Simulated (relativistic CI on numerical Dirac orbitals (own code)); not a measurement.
# Electric-dipole transitions in Ar14+

Method of calculation: Dirac-Coulomb-Breit CI, KLI orbitals optimised for each configuration, a model potential for QED, unscaled Slater integrals (own radial code, finite nucleus).

Configuration list (outside the closed core 1s2): 2s2, 2s.2p, 2p2, 2p.3s, 2p.3p, 2s.3s, 2s.3p, 2s.3d, 2s.4s, 2s.4p, 2s.4d, 2s.4f, 2s.5s, 2s.5p, 2s.5d, 2s.5f, 2s.5g, 3s2, 3s.3p, 3p2. Levels of other configurations are missing.

| λ vac (nm) | Lower | Upper | A (s⁻¹) | gf | Branching (%) |
| --- | --- | --- | --- | --- | --- |
| 1.9599 | 2s.2p 3P°_1 [3] | 2s.4d 3D_2 [42] | 1.01e+12 | 2.90e-01 | 59.2 |
| 1.9661 | 2s.2p 3P°_2 [4] | 2s.4d 3D_3 [43] | 1.33e+12 | 5.41e-01 | 78.7 |
| 2.0454 | 2s.2p 1P°_1 [5] | 2s.4d 1D_2 [47] | 1.34e+12 | 4.21e-01 | 79.4 |
| 2.4345 | 2s.2p 3P°_2 [4] | 2p.3p 3P_2 [32] | 1.04e+12 | 4.60e-01 | 78.2 |
| 2.4378 | 2s.2p 3P°_2 [4] | 2p.3p 3P_1 [31] | 1.02e+12 | 2.72e-01 | 81.7 |
| 2.4527 | 2s.2p 3P°_2 [4] | 2p.3p 3D_3 [28] | 7.12e+11 | 4.49e-01 | 99.7 |
| 2.4531 | 2s.2p 3P°_1 [3] | 2p.3p 3D_2 [27] | 6.10e+11 | 2.75e-01 | 86.0 |
| 2.4678 | 2s2 1S_0 [1] | 2s.3p 3P°_1 [15] | 8.29e+11 | 2.27e-01 | 94.1 |
| 2.4714 | 2s2 1S_0 [1] | 2s.3p 1P°_1 [13] | 1.43e+12 | 3.94e-01 | 94.6 |
| 2.5463 | 2s.2p 1P°_1 [5] | 2p.3p 1D_2 [33] | 1.87e+12 | 9.10e-01 | 97.5 |
| 2.5781 | 2s.2p 3P°_0 [2] | 2s.3d 3D_1 [17] | 2.50e+12 | 7.48e-01 | 55.7 |
| 2.5823 | 2s.2p 3P°_1 [3] | 2s.3d 3D_2 [18] | 3.35e+12 | 1.67e+00 | 75.1 |
| 2.5829 | 2s.2p 3P°_1 [3] | 2s.3d 3D_1 [17] | 1.86e+12 | 5.59e-01 | 41.5 |
| 2.5925 | 2s.2p 3P°_2 [4] | 2s.3d 3D_3 [19] | 4.41e+12 | 3.11e+00 | 100.0 |
| 2.5935 | 2s.2p 3P°_2 [4] | 2s.3d 3D_2 [18] | 1.11e+12 | 5.58e-01 | 24.8 |
| 2.7104 | 2s.2p 1P°_1 [5] | 2s.3d 1D_2 [20] | 3.10e+12 | 1.71e+00 | 99.8 |
| 5.5525 | 2s.3d 3D_2 [18] | 2s.5f 3F°_3 [60] | 2.22e+11 | 7.17e-01 | 57.8 |
| 5.5565 | 2s.3d 3D_3 [19] | 2s.5f 3F°_4 [61] | 2.50e+11 | 1.04e+00 | 65.2 |
| 5.6910 | 2s.3d 1D_2 [20] | 2s.5f 1F°_3 [66] | 2.36e+11 | 8.02e-01 | 63.4 |
| 7.2458 | 2s.3s 3S_1 [11] | 2s.4p 3P°_2 [39] | 1.37e+11 | 5.39e-01 | 83.9 |
| 7.6431 | 2s.3p 1P°_1 [13] | 2s.4d 1D_2 [47] | 1.91e+11 | 8.36e-01 | 11.3 |
| 7.6773 | 2s.3p 3P°_1 [15] | 2s.4d 1D_2 [47] | 1.25e+11 | 5.53e-01 | 7.4 |
| 7.7336 | 2s.3p 1P°_1 [13] | 2s.4d 3D_2 [42] | 1.08e+11 | 4.86e-01 | 6.4 |
| 7.7439 | 2s.3p 3P°_0 [14] | 2s.4d 3D_1 [41] | 1.99e+11 | 5.37e-01 | 11.7 |
| 7.7686 | 2s.3p 3P°_1 [15] | 2s.4d 3D_2 [42] | 1.60e+11 | 7.25e-01 | 9.4 |
| 7.7806 | 2s.3p 3P°_2 [16] | 2s.4d 3D_3 [43] | 3.59e+11 | 2.28e+00 | 21.2 |
| 8.0297 | 2s.3d 3D_1 [17] | 2s.4f 3F°_2 [44] | 6.06e+11 | 2.93e+00 | 83.0 |
| 8.0345 | 2s.3d 3D_2 [18] | 2s.4f 3F°_3 [45] | 6.39e+11 | 4.33e+00 | 87.7 |
| 8.0423 | 2s.3d 3D_3 [19] | 2s.4f 3F°_4 [46] | 7.22e+11 | 6.30e+00 | 99.1 |
| 8.3211 | 2s.3d 1D_2 [20] | 2s.4f 1F°_3 [48] | 6.87e+11 | 4.99e+00 | 98.0 |
| 16.959 | 2s.4p 3P°_1 [38] | 2s.5d 3D_2 [56] | 5.32e+10 | 1.15e+00 | 6.2 |
| 17.002 | 2s.4p 1P°_1 [40] | 2s.5d 1D_2 [59] | 7.01e+10 | 1.52e+00 | 7.8 |
| 17.013 | 2s.4p 3P°_2 [39] | 2s.5d 3D_3 [57] | 7.22e+10 | 2.19e+00 | 8.4 |
| 17.503 | 2s.4d 3D_1 [41] | 2s.5f 3F°_2 [58] | 1.10e+11 | 2.52e+00 | 28.6 |
| 17.510 | 2s.4d 3D_2 [42] | 2s.5f 3F°_3 [60] | 1.16e+11 | 3.73e+00 | 30.3 |
| 17.522 | 2s.4d 3D_3 [43] | 2s.5f 3F°_4 [61] | 1.31e+11 | 5.41e+00 | 34.1 |
| 17.923 | 2s.4f 3F°_3 [45] | 2s.5g 1G_4 [65] | 3.04e+10 | 1.32e+00 | 14.1 |
| 17.925 | 2s.4f 3F°_2 [44] | 2s.5g 3G_3 [62] | 1.99e+11 | 6.70e+00 | 91.8 |
| 17.928 | 2s.4f 3F°_3 [45] | 2s.5g 3G_4 [63] | 1.73e+11 | 7.48e+00 | 79.7 |
| 17.932 | 2s.4f 3F°_4 [46] | 2s.5g 3G_5 [64] | 2.16e+11 | 1.15e+01 | 99.9 |
| 17.936 | 2s.4d 1D_2 [47] | 2s.5f 1F°_3 [66] | 1.32e+11 | 4.44e+00 | 35.4 |
| 18.010 | 2s.4f 1F°_3 [48] | 2s.5g 1G_4 [65] | 1.82e+11 | 7.98e+00 | 84.5 |
| 18.015 | 2s.4f 1F°_3 [48] | 2s.5g 3G_4 [63] | 3.31e+10 | 1.45e+00 | 15.3 |
| 21.476 | 2s2 1S_0 [1] | 2s.2p 1P°_1 [5] | 1.01e+10 | 2.09e-01 | 100.0 |
| 26.489 | 2s.2p 3P°_2 [4] | 2p2 3P_2 [8] | 5.57e+09 | 2.93e-01 | 71.6 |

Terms are leading LS components. Brackets give the number of a level in order of energy, since labels repeat. The list gives strong lines, with weight on those to low levels, without lines whose two gauges differ by over a factor of 2.5, among the lowest 66 of 76 levels, so that lines to higher ones, which can be the strongest, are missing. Levels whose partners in the same complex of configurations lie outside the list can be far off, and so can their lines. Rates are taken at the computed energies, electric ones in the length gauge.

At this charge energies of transitions that change n are usually good to better than 1 %, and those within a shell (Δn = 0) to a few per cent.

LS names give the leading component of a level, which can be under half, so a name can repeat, a term be missing and a line seem to break the LS rules.
